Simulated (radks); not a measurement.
Results of a calculation; reference values are marked as such.
Task: Ionisation of neutral krypton, [Kr], to Kr+, [Ar] 3d10 4s2 4p5, under several functionals. Dirac Kohn-Sham, spin-unpolarised, spherical densities, finite nucleus; open shells fill j = l - 1/2 first; a radial shooting solver on a logarithmic mesh with Libxc functionals. Known Delta-SCF values: HCTH/407 14.296 eV; exchange-only B88 13.036 eV. What does exchange-only PBE give, and what is its highest occupied eigenvalue?

Result: 13.042 eV by Delta-SCF; the 4p3/2 eigenvalue is -8.087 eV. NIST: 14.000 eV (measured).

Beside tabulated values, note that spin-unpolarised runs miss the spin-polarisation part of the exchange energy of open shells.
